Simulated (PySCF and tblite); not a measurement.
Results of a calculation; reference values are marked as such.
System: C₆H₉NS, numbered as in [CH3:1][C:2](=[S:3])[N:4]([CH3:5])[C:6]1=[CH:7][CH2:8]1.

Motion: rotation about the C6–N4 bond (torsion C7–C6–N4–C2 from 0° to 180°, rising). GFN2-xTB gives an electronic barrier of 8.2 kcal/mol and a reaction energy of 1.1 kcal/mol.

(1) What does BHandHLYP/pcSseg-1 + D3(BJ) give on GFN2-xTB geometries?

Programs: tblite and PySCF.

Results:

(1) A barrier of 8.0 kcal/mol, 0.2 below the tight-binding barrier (from unrounded values), a reaction energy of 1.0 kcal/mol and, with GFN2-xTB thermal terms, ΔG‡(298 K) = 7.4 kcal/mol and k = 4.6×10⁷ s⁻¹ (2 equivalent paths).
